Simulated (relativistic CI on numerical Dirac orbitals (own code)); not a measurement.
Ga¹¹⁺: computed level list

Computed by Dirac-Coulomb-Breit CI, separate exchange-only KLI orbitals for each configuration, QED by a radiative potential, unscaled Slater integrals (own radial code, finite nucleus).

CI space (outside the closed core [Ne]): 3s²3p⁶3d², 3s²3p⁵3d³, 3s3p⁶3d³, 3s²3p⁶3d4s, 3s²3p⁶3d4p, 3s²3p⁶3d4d, 3s²3p⁶4s², 3s²3p⁶3d4f, 3s²3p⁶4s4p, 3s²3p⁵3d²4s, 3s²3p⁶4p², 3s²3p⁶3d5s, 3p⁶3d⁴, 3p⁵3d⁵. Double excitations out of closed p, d and f shells are left out; levels of such configurations are missing from the list, as are those of other unlisted configurations, and high levels can miss mixing partners. These lack a partner that the ground configuration has and come out too high: 3s²3p⁵3d²4s.

The lowest level is 3s²3p⁶3d² ³F2, with 99 % of that term; Hund's rules for 3s²3p⁶3d² give ³F with J = 2, in agreement.

| No. | Configuration | Term | J | E (cm⁻¹) | % | Next component (%) | Lifetime (s) | jj configuration (%) |
| --- | --- | --- | --- | --- | --- | --- | --- | --- |
| 1 | 3s²3p⁶3d² | ³F | 2 | 0 | 99 | 1 ¹D |  | 3d3/2^2 (77) |
| 2 | 3s²3p⁶3d² | ³F | 3 | 3883 | 100 |  | 6.74e-01 | 3d3/2 3d5/2 (100) |
| 3 | 3s²3p⁶3d² | ³F | 4 | 8321 | 100 |  | 5.68e-01 | 3d5/2^2 (75) |
| 4 | 3s²3p⁶3d² | ¹D | 2 | 31315 | 79 | 20 ³P | 6.67e-02 | 3d3/2 3d5/2 (64) |
| 5 | 3s²3p⁶3d² | ³P | 0 | 34499 | 99 |  | 2.99e+00 | 3d3/2^2 (66) |
| 6 | 3s²3p⁶3d² | ³P | 1 | 36062 | 100 |  | 1.08e+00 | 3d3/2 3d5/2 (100) |
| 7 | 3s²3p⁶3d² | ³P | 2 | 39839 | 80 | 19 ¹D | 1.19e-01 | 3d5/2^2 (84) |
| 8 | 3s²3p⁶3d² | ¹G | 4 | 49710 | 99 |  | 7.00e-02 | 3d3/2 3d5/2 (75) |
| 9 | 3s²3p⁶3d² | ¹S | 0 | 116973 | 99 |  | 4.64e-03 | 3d5/2^2 (67) |
| 10 | 3s²3p⁵3d³ | ⁵S° | 2 | 562452 | 97 | 2 ⁵P° | 2.63e-07 | 3p3/2^3 3d3/2 3d5/2^2 (36) |
| 11 | 3s²3p⁵3d³ | ⁵D° | 2 | 565216 | 76 | 22 ⁵F° | 1.02e-07 | 3p3/2^3 3d3/2^2 3d5/2 (40) |
| 12 | 3s²3p⁵3d³ | ⁵D° | 3 | 565524 | 68 | 30 ⁵F° | 2.33e-07 | 3p3/2^3 3d3/2^2 3d5/2 (59) |
| 13 | 3s²3p⁵3d³ | ⁵D° | 1 | 565797 | 88 | 11 ⁵F° | 7.63e-08 | 3p3/2^3 3d3/2^2 3d5/2 (31) |
| 14 | 3s²3p⁵3d³ | ⁵D° | 0 | 566522 | 100 |  | 1.21e-07 | 3p3/2^3 3d3/2^2 3d5/2 (46) |
| 15 | 3s²3p⁵3d³ | ⁵D° | 4 | 567416 | 65 | 32 ⁵F° | 7.83e-08 | 3p3/2^3 3d3/2 3d5/2^2 (65) |
| 16 | 3s²3p⁵3d³ | ⁵F° | 5 | 577240 | 85 | 15 ⁵G° | 2.88e-06 | 3p3/2^3 3d3/2 3d5/2^2 (54) |
| 17 | 3s²3p⁵3d³ | ⁵F° | 1 | 580298 | 83 | 11 ⁵D° | 3.79e-09 | 3p3/2^3 3d3/2^2 3d5/2 (45) |
| 18 | 3s²3p⁵3d³ | ⁵F° | 4 | 581008 | 51 | 31 ⁵D° | 1.31e-08 | 3p3/2^3 3d3/2^2 3d5/2 (38) |
| 19 | 3s²3p⁵3d³ | ⁵F° | 2 | 581332 | 66 | 22 ⁵D° | 5.89e-09 | 3p3/2^3 3d3/2^2 3d5/2 (31) |
| 20 | 3s²3p⁵3d³ | ⁵F° | 3 | 581793 | 55 | 28 ⁵D° | 8.89e-09 | 3p3/2^3 3d3/2 3d5/2^2 (29) |
| 21 | 3s²3p⁵3d³ | ⁵G° | 6 | 591905 | 99 | 1 ³H° | 2.53e-02 | 3p3/2^3 3d3/2 3d5/2^2 (48) |
| 22 | 3s²3p⁵3d³ | ⁵G° | 5 | 598770 | 79 | 13 ⁵F° | 1.67e-06 | 3p3/2^3 3d3/2 3d5/2^2 (51) |
| 23 | 3s²3p⁵3d³ | ⁵G° | 4 | 603217 | 72 | 14 ³G° | 2.92e-08 | 3p3/2^3 3d3/2^2 3d5/2 (38) |
| 24 | 3s²3p⁵3d³ | ³F° | 2 | 604291 | 56 | 36 ⁵G° | 2.41e-08 | 3p3/2^3 3d3/2 3d5/2^2 (45) |
| 25 | 3s²3p⁵3d³ | ⁵G° | 3 | 606229 | 70 | 10 ⁵F° | 7.59e-09 | 3p3/2^3 3d3/2^2 3d5/2 (22) |
| 26 | 3s²3p⁵3d³ | ³F° | 3 | 612040 | 63 | 33 ³G° | 1.96e-09 | 3p3/2^3 3d3/2^2 3d5/2 (49) |
| 27 | 3s²3p⁵3d³ | ³F° | 4 | 616547 | 59 | 30 ³G° | 3.75e-09 | 3p3/2^3 3d3/2^2 3d5/2 (50) |
| 28 | 3s²3p⁵3d³ | ³P° | 2 | 617081 | 48 | 32 ³D° | 6.60e-10 | 3p3/2^3 3d3/2 3d5/2^2 (26) |
| 29 | 3s²3p⁵3d³ | ⁵G° | 2 | 617533 | 49 | 34 ³F° | 1.16e-09 | 3p1/2 3p3/2^4 3d3/2^2 3d5/2 (29) |
| 30 | 3s²3p⁵3d³ | ³D° | 3 | 620431 | 93 | 3 ⁵D° | 7.74e-09 | 3p3/2^3 3d3/2 3d5/2^2 (42) |
| 31 | 3s²3p⁵3d³ | ³P° | 1 | 621547 | 67 | 28 ³D° | 7.19e-10 | 3p3/2^3 3d3/2 3d5/2^2 (40) |
| 32 | 3s²3p⁵3d³ | ³G° | 5 | 625932 | 83 | 13 ³H° | 7.24e-10 | 3p3/2^3 3d3/2^2 3d5/2 (42) |
| 33 | 3s²3p⁵3d³ | ³G° | 4 | 627024 | 45 | 23 ¹G° | 4.78e-10 | 3p3/2^3 3d3/2 3d5/2^2 (48) |
| 34 | 3s²3p⁵3d³ | ³D° | 2 | 627929 | 57 | 35 ³P° | 5.36e-10 | 3p3/2^3 3d3/2^2 3d5/2 (30) |
| 35 | 3s²3p⁵3d³ | ³P° | 0 | 628013 | 95 | 5 ¹S° | 6.44e-10 | 3p3/2^3 3d5/2^3 (63) |
| 36 | 3s²3p⁵3d³ | ³G° | 3 | 628681 | 59 | 25 ³F° | 2.92e-10 | 3p1/2 3p3/2^4 3d3/2^2 3d5/2 (33) |
| 37 | 3s²3p⁵3d³ | ³D° | 1 | 630448 | 64 | 26 ³P° | 9.42e-10 | 3p3/2^3 3d3/2 3d5/2^2 (29) |
| 38 | 3s²3p⁵3d³ | ³H° | 6 | 634161 | 90 | 8 ³I° | 2.03e-02 | 3p3/2^3 3d3/2^2 3d5/2 (61) |
| 39 | 3s²3p⁵3d³ | ³I° | 7 | 640492 | 100 |  | 3.64e-01 | 3p3/2^3 3d3/2 3d5/2^2 (100) |
| 40 | 3s²3p⁵3d³ | ³H° | 5 | 644042 | 78 | 13 ³G° | 4.59e-10 | 3p3/2^3 3d3/2 3d5/2^2 (53) |
| 41 | 3s²3p⁵3d³ | ¹G° | 4 | 644407 | 44 | 23 ³F° | 5.81e-10 | 3p3/2^3 3d3/2 3d5/2^2 (39) |
| 42 | 3s²3p⁵3d³ | ³I° | 6 | 647246 | 78 | 14 ³H° | 3.99e-02 | 3p3/2^3 3d3/2 3d5/2^2 (50) |
| 43 | 3s²3p⁵3d³ | ³D° | 3 | 647606 | 59 | 15 ³F° | 1.95e-10 | 3p3/2^3 3d3/2^3 (37) |
| 44 | 3s²3p⁵3d³ | ³F° | 4 | 649350 | 83 | 9 ³G° | 1.44e-09 | 3p3/2^3 3d3/2 3d5/2^2 (46) |
| 45 | 3s²3p⁵3d³ | ¹S° | 0 | 650837 | 42 | 39 ³P° | 1.46e-09 | 3p3/2^3 3d3/2^3 (51) |

Energies count from the lowest computed level; ° marks odd parity; lifetimes are radiative, by E1, M1, E2, M2, E3 decay to levels of this space only. Filled j subshells are mostly left out of the jj labels.

The mean weight of the leading LS term, summed over parents, in these 45 levels is 76 %, and that of the leading jj configuration (from the same eigenvectors) 51 %, so LS coupling describes them better.

At this charge energies of transitions that change n are usually good to better than 1 %, and those within a shell (Δn = 0) to a few per cent. Terms inside the open d or f shell come out 10 to 20 % too wide with unscaled integrals.

Landé's interval rule says that E(J) − E(J−1) = AJ with one A. For the ground term the intervals give A = 1294.5, 1109.3 cm⁻¹ for J = 3, 4; the multiplet is regular.

LS names give the leading component of a level, which can be under half, so a name can repeat, a term be missing and a line seem to break the LS rules.
